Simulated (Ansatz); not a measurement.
GaH7SSi2, SMILES `[SiH3][S][GaH][SiH3]`. The species carries charge 0 and has multiplicity 1. The structure was optimised at the PBE0-D4/def2-TZVP level. It is one conformer, not always the lowest.

```xyz
11

Si    0.253    2.584    0.919
S    -0.717    1.312   -0.499
Ga    0.207   -0.613    0.075
Si   -0.493   -2.541   -1.176
H    -0.253    3.960    0.690
H    -0.060    2.172    2.311
H     1.727    2.566    0.735
H     1.241   -0.540    1.255
H    -1.092   -3.550   -0.258
H     0.682   -3.169   -1.842
H    -1.495   -2.181   -2.212
```

Question: What is the dipole moment at r2SCAN/def2-TZVPP? (Estimate.)

Answer: Ansatz gave: 1.05 D, with components (0.55, -0.79, 0.43) D in this frame, pointing from negative to positive charge.

Question: And with PBE, B3LYP, ωB97M-V? (Best estimate.)

Answer: Computed: PBE 0.97 D, B3LYP 1.05 D, ωB97M-V 1.13 D.

Question: Give the Mulliken charges with r2SCAN, PBE, ωB97M-V in def2-TZVPP. (An estimate is asked.)

Answer: Computed: 
```csv
atom,r2SCAN,PBE,ωB97M-V
Si1,0.32,0.22,0.17
S2,-0.33,-0.26,-0.29
Ga3,0.30,0.26,0.20
Si4,0.10,0.03,0.01
H5,-0.07,-0.05,-0.02
H6,-0.06,-0.04,-0.02
H7,-0.06,-0.04,-0.02
H8,-0.05,-0.03,-0.01
H9,-0.05,-0.03,-0.01
H10,-0.05,-0.03,-0.01
H11,-0.05,-0.03,-0.01
```

B3LYP here is the variant with VWN-RPA as its local correlation; programs differ in this.
